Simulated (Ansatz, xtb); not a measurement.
**Two isomers of CH2FSe+**

Structure I is `C=[Se+]F`, a singlet and structure II is `[H]/[Se+]=C/F`, a singlet. Both are isolated ions in the gas phase, relaxed with PBE0-D3(BJ)/def2-SVP.

I (Å):

```tsv
atom	x (Å)	y (Å)	z (Å)
C	-0.5337	0.7487	-0.0035
F	1.1553	0.9362	2.0225
Se	0.4996	1.8986	0.7734
H	-0.6160	-0.2884	0.3572
H	-1.1131	1.0846	-0.8773
```

II (Å):

```yaml
atoms:
  - { symbol: C, position_ang: [0.5479, -1.1626, 1.1930] }
  - { symbol: F, position_ang: [0.1621, -2.1940, 0.5735] }
  - { symbol: Se, position_ang: [1.9295, -0.2126, 0.5698] }
  - { symbol: H, position_ang: [-0.0168, -0.9142, 2.1072] }
  - { symbol: H, position_ang: [1.8320, 0.7539, 1.6843] }
```

Problem. Which of the two would you expect CCSD(T)/def2-TZVPP electronic energies to favour?

Solution. Structure II; the calculation gives E(II) − E(I) = −0.315 eV.

How the difference moves with the method:

| level | geometry | E(II) − E(I) (eV) | departure from the last row (eV) | job, with rough time for the two |
| --- | --- | --- | --- | --- |
| GFN2-xTB | GFN2-xTB | +0.206 | +0.521 | optimisation, 0.096 s |
| HF/STO-3G | GFN2-xTB | −1.252 | −0.937 | single point, 0.2 s |
| r2SCAN-D4/def2-SVP | GFN2-xTB | −0.664 | −0.349 | single point, 1.1 s |
| PBE0-D3(BJ)/def2-SVP | PBE0-D3(BJ)/def2-SVP | −0.689 | −0.374 | optimisation, 9.9 s |
| HF/def2-TZVPP | PBE0-D3(BJ)/def2-SVP | −0.463 | −0.148 | part of the CCSD(T) run |
| MP2/def2-TZVPP | PBE0-D3(BJ)/def2-SVP | −0.355 | −0.040 | part of the CCSD(T) run |
| CCSD(T)/def2-TZVPP | PBE0-D3(BJ)/def2-SVP | −0.315 |  | single point, 21 s |

As drawn, II has 1 Se–H, 1 C–F in place of 1 F–Se, 1 C–H.

GFN2-xTB puts the two in the other order. The largest departure from CCSD(T)/def2-TZVPP is that of HF/STO-3G, 0.937 eV.

With harmonic frequencies from PBE0-D3(BJ)/def2-SVP (ideal gas, rigid rotor, one conformer each, 298.15 K, 1 atm): the zero-point term adds −0.009 eV; ΔH is −0.326 and ΔG −0.321 eV.

The T1 diagnostic of structure I is large, so the coupled-cluster value is less sure. The correlated steps freeze 11 core orbitals; the filled d shell of Se is correlated, in a basis made for valence electrons. Codes used: Ansatz 0.2.0, xtb 6.7.1; the last row on 1 thread of AMD EPYC 9R45 96-Core Processor (Zen 5) on a shared host.
